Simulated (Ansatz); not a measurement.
F2MoO2 (`[O]=[Mo](=[O])([F])[F]`), charge 0, multiplicity 1.

Task: Give a relaxed structure at PBE0-D4/def2-TZVP (Ansatz 0.2.0). (Best estimate.)

Result: Ansatz gave: 
Cartesian coordinates in Å:
```
O -0.530 0.181 -1.576
Mo -0.014 0.007 -0.005
O -1.207 0.646 0.960
F 1.547 0.940 0.241
F 0.205 -1.775 0.380
```
Point group C2v.
